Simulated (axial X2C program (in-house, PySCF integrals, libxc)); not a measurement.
## Worked dissociation energy of LiPd: BHandHLYP, 2c

Computed with an axial X2C code built on PySCF integrals. Two-component (2c) means X2C with spin–orbit coupling and atomic mean-field two-electron Coulomb and Gaunt terms. Basis: Pd dyall-cv3z [12s12p8d5f3g], Li dyall-cv3z [7s8p2d] (cores contracted in-house); Gaussian nuclei, density fitting, unrestricted open shells. Masses: Pd 105.903 u, Li 7.016 u.

Molecular state: Ω = 1/2 (⟨Sz⟩ = 0.50, ⟨Lz⟩ = 0.00 at BHandHLYP).

| Quantity | Value |
| --- | --- |
| E(Pd) (2M_J = 0) | -5043.229959 hartree |
| E(Li) (2M_J = 1) | -7.484529 hartree |
| E(LiPd) at Re | -5050.758592 hartree |
| ωe | 392.0 cm⁻¹ |
| ωexe | 2.91 cm⁻¹ |

**Question.** Work out De and D0.

**Answer.** De = -5043.229959 + (-7.484529) − (-5050.758592) = 0.04410 hartree = 1.200 eV. The zero-point energy is ωe/2 − ωexe/4 = 195 cm⁻¹ = 0.024 eV, so D0 = 1.176 eV.

Occupations by symmetry block were frozen at the best pattern of an incomplete PBE0 search. Dissociation energies refer to the lowest single-determinant-based atoms at the same level and basis. Density functionals use the spin component along the axis (collinear).

Each atomic determinant is the lowest at this level and need not be a pure J level. Totals compare only within one Hamiltonian and basis.
